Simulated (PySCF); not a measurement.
# How the method changes the shape and vibrations of B2ClHO

Calculated results; nothing here was measured. They come from PySCF 2.14.0, an open-source quantum chemistry program, on an isolated molecule that a program drew, which may never have been made. The molecule is B2ClHO (charge 0, singlet), drawn as the SMILES string `O=BBCl`.

The geometry was optimised and harmonic frequencies were computed with HF and MP2, all in the cc-pV(D+d)Z basis, for the commonest isotopes, with a restricted reference for singlets and an unrestricted one otherwise, and a frozen core in MP2. Each result is a local minimum of its method.

Geometry at the HF minimum:
```xyz
5
B2ClHO, angstrom
O    -2.8046   -0.9141   -2.9758
B    -2.2079   -0.4435   -2.0655
B    -1.3772    0.2321   -0.7425
Cl    0.3318    0.5610   -0.8788
H    -1.9228    0.4916    0.2817
```

Lengths of the bonds as drawn, in Å (atoms numbered as above):
| bond | HF | MP2 |
|---|---|---|
| O1-B2 | 1.186 | 1.222 |
| B2-B3 | 1.702 | 1.695 |
| B3-Cl4 | 1.746 | 1.739 |
| B3-H5 | 1.189 | 1.200 |

Rotational constants, in GHz:
```
constant     HF    MP2
       A  33.56  33.08
       B  2.452  2.442
       C  2.285  2.274
```

Harmonic frequencies in cm^-1, each column in rising order, so a row needn't be the same motion in every method:
| rank | HF | MP2 |
|---|---|---|
| 1 | 160 | 148 |
| 2 | 342 | 309 |
| 3 | 476 | 447 |
| 4 | 732 | 713 |
| 5 | 834 | 801 |
| 6 | 917 | 915 |
| 7 | 1162 | ? |
| 8 | 2168 | 1945 |
| 9 | 2798 | 2718 |

**Estimate the missing MP2 frequency from the HF column.**

A single factor s that minimises the squared misfit of MP2 against s times HF over the other rows is sum(HF x MP2) / sum(HF^2) = 0.9481, with an rms misfit of 49 cm^-1. For rank 7 it gives 0.9481 x 1162 = 1102 cm^-1. The calculation gives 1127 cm^-1, 25 cm^-1 above the estimate. The drawn bonds are on average 0.8 % longer in MP2 than in HF.
